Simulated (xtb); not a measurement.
xtb input (GFN1-xTB):

```bash
xtb mol.xyz --gfn 1 --sp --chrg 1 --uhf 0
```
mol.xyz:
```
3

Sb     0.00108767     0.04563180     0.00046138
H     -1.24162337    -1.13465111    -0.01431337
H      1.18615228    -1.19257051    -0.00921681
```

Output:

```
           -------------------------------------------------
          |                Calculation Setup                |
           -------------------------------------------------

           -------------------------------------------------
          |                 G F N 1 - x T B                 |
           -------------------------------------------------

        Reference                      10.1021/acs.jctc.7b00118
      * Hamiltonian:
        H0-scaling (s, p, d)           1.850000    2.250000    2.000000
        zeta-weighting                 0.000000
      * Dispersion:
        s8                             2.400000
        a1                             0.630000
        a2                             5.000000
        s9                             0.000000
      * Repulsion:
        kExp                           1.500000
        rExp                           1.000000
      * Coulomb:
        alpha                          2.000000
        third order                    atomic
        anisotropic                    false
      * Halogen bond correction:
        rad-scale                      1.300000
        damping                        0.440000

          ...................................................
          :                      SETUP                      :
          :.................................................:
          :  # basis functions                  14          :
          :  # atomic orbitals                  13          :
          :  # shells                            7          :
          :  # electrons                         6          :
          :  # halogen bonds                     0          :
          :  max. iterations                   250          :
          :  Hamiltonian                  GFN1-xTB          :
          :  restarted?                      false          :
          :  GBSA solvation                  false          :
          :  PC potential                    false          :
          :  electronic temp.          300.0000000     K    :
          :  accuracy                    1.0000000          :
          :  -> integral cutoff          0.2500000E+02      :
          :  -> integral neglect         0.1000000E-07      :
          :  -> SCF convergence          0.1000000E-05 Eh   :
          :  -> wf. convergence          0.2000000E-04 e    :
          :  Broyden damping             0.4000000          :
          :  net charge                          1          :
          :  unpaired electrons                  0          :
          ...................................................

 iter      E             dE          RMSdq      gap      omega  full diag
   1     -3.0358165 -0.303582E+01  0.315E+00    2.43       0.0  T
   2     -3.0376427 -0.182620E-02  0.140E+00    2.26       1.0  T
   3     -3.0376427 -0.140864E-07  0.457E-01    2.26       1.0  T
   4     -3.0376427 -0.268227E-08  0.374E-04    2.26     154.3  T
   5     -3.0376427 -0.243494E-10  0.167E-04    2.26     345.2  T
   6     -3.0376427  0.888178E-15  0.215E-06    2.26   26886.3  T

   *** convergence criteria satisfied after 6 iterations ***

         #    Occupation            Energy/Eh            Energy/eV
      -------------------------------------------------------------
         1        2.0000           -1.2056340             -32.8070
         2        2.0000           -0.7813318             -21.2611
         3        2.0000           -0.7657408             -20.8369 (HOMO)
         4                         -0.6825892             -18.5742 (LUMO)
         5                         -0.5500518             -14.9677
         6                         -0.5088570             -13.8467
         7                         -0.4743668             -12.9082
         8                         -0.4743668             -12.9082
       ...                                ...                  ...
        13                          0.0610287               1.6607
      -------------------------------------------------------------
                  HL-Gap            0.0831515 Eh            2.2627 eV
             Fermi-level           -0.7241650 Eh          -19.7055 eV

 SCC (total)                   0 d,  0 h,  0 min,  0.003 sec
 SCC setup                      ...        0 min,  0.000 sec (  5.227%)
 Dispersion                     ...        0 min,  0.000 sec (  2.268%)
 classical contributions        ...        0 min,  0.000 sec (  1.342%)
 integral evaluation            ...        0 min,  0.001 sec ( 21.791%)
 iterations                     ...        0 min,  0.001 sec ( 44.209%)
 molecular gradient             ...        0 min,  0.000 sec ( 16.583%)
 printout                       ...        0 min,  0.000 sec (  8.097%)

         :::::::::::::::::::::::::::::::::::::::::::::::::::::
         ::                     SUMMARY                     ::
         :::::::::::::::::::::::::::::::::::::::::::::::::::::
         :: total energy              -3.031505941425 Eh    ::
         :: gradient norm              0.018328679878 Eh/a0 ::
         :: HOMO-LUMO gap              2.262668093227 eV    ::
         ::.................................................::
         :: SCC energy                -3.037642695839 Eh    ::
         :: -> electrostatic           0.189979722416 Eh    ::
         :: repulsion energy           0.006509321430 Eh    ::
         :: dispersion energy         -0.000372567016 Eh    ::
         :: halogen bond corr.         0.000000000000 Eh    ::
         :: add. restraining           0.000000000000 Eh    ::
         :: total charge               1.000000000000 e     ::
         :::::::::::::::::::::::::::::::::::::::::::::::::::::

           -------------------------------------------------
          |                Property Printout                |
           -------------------------------------------------

    * Orbital Energies and Occupations

         #    Occupation            Energy/Eh            Energy/eV
      -------------------------------------------------------------
         1        2.0000           -1.2056340             -32.8070
         2        2.0000           -0.7813318             -21.2611
         3        2.0000           -0.7657408             -20.8369 (HOMO)
         4                         -0.6825892             -18.5742 (LUMO)
         5                         -0.5500518             -14.9677
         6                         -0.5088570             -13.8467
         7                         -0.4743668             -12.9082
         8                         -0.4743668             -12.9082
         9                         -0.4743668             -12.9082
        10                         -0.3532409              -9.6122
        11                         -0.3369248              -9.1682
        12                         -0.1430927              -3.8938
        13                          0.0610287               1.6607
      -------------------------------------------------------------
                  HL-Gap            0.0831515 Eh            2.2627 eV
             Fermi-level           -0.7241650 Eh          -19.7055 eV

  Mulliken/CM5 charges         n(s)   n(p)   n(d)
     1Sb    0.74251  0.65481   1.980  2.230  0.047
     2H     0.12875  0.17260   0.871  0.000  0.000
     3H     0.12875  0.17260   0.871  0.000  0.000

Wiberg/Mayer (AO) data.
largest (>0.10) Wiberg bond orders for each atom

 ---------------------------------------------------------------------------
     #   Z sym  total        # sym  WBO       # sym  WBO       # sym  WBO
 ---------------------------------------------------------------------------
     1  51 Sb   1.954 --     3 H    0.977     2 H    0.977
     2   1 H    0.981 --     1 Sb   0.977
     3   1 H    0.981 --     1 Sb   0.977
 ---------------------------------------------------------------------------
Note: The following floating-point exceptions are signalling: IEEE_DENORMAL
normal termination of xtb

Topologies differ in total number of bonds
Writing topology from bond orders to xtbtopo.mol

 dipole moment from electron density (au)
     X       Y       Z
   0.0005   0.0211   0.0002  total (Debye):    0.054

           -------------------------------------------------
          | TOTAL ENERGY               -3.031505941425 Eh   |
          | GRADIENT NORM               0.018328679878 Eh/α |
          | HOMO-LUMO GAP               2.262668093227 eV   |
           -------------------------------------------------

------------------------------------------------------------------------
------------------------------------------------------------------------
 total:
 SCF:
```
